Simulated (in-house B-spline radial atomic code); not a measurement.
A run on an ion of nuclear charge 21 with 21.8 electrons that did not converge. Method: scalar-relativistic (X2C) PBE, spin-polarised, spherical fractional occupations, Fermi nucleus of rms radius 3.5459 fm; computed with an all-electron radial atomic-structure program (B-spline basis).

Command:
```bash
python run_scf.py task.json out
```
Settings (nuclear radius in fm, mass in u):
```
Z                21
configuration    [Ar] 3d1.8 4s2
hamiltonian      x2c
method           pbe,pbe
spin_polarised   True
nucleus          fermi
rms_radius       3.5459
atomic_mass      44.95591
speed_of_light   137.035999084
```

First and last ten iterations of the last attempt (damped for 15 steps, keeping 80 % of the old Fock matrix, then DIIS):
```
 iter        energy (Eh)    residual
    1        -761.355941    2.79e-01
    2        -761.547570    2.25e-01
    3        -762.756994    1.42e-01
    4        -763.409382    8.65e-02
    5        -763.740502    5.12e-02
    6        -763.897017    2.68e-02
    7        -763.963830    1.29e-02
    8        -763.560346    3.96e-02
    9        -763.902972    2.58e-02
   10        -763.962687    1.29e-02
  111        -763.946532    1.91e-02
  112        -763.498910    3.95e-02
  113        -763.558056    3.64e-02
  114        -763.981499    7.41e-03
  115        -763.535772    3.84e-02
  116        -763.526752    3.91e-02
  117        -763.075990    4.72e-02
  118        -763.088093    4.67e-02
  119        -763.081234    4.67e-02
  120        -763.080884    4.67e-02
 not converged after 120 iterations
```

The smallest residual met was 3.9e-03; the threshold is about 2e-07. No energy from this run should be used. The likely cause: this method binds the added charge weakly or not at all at the basis-set limit, so charge moves back and forth between the atom and the box. Run time, properties included: 2 s on 1 thread of Arm Neoverse V2 (shared host).
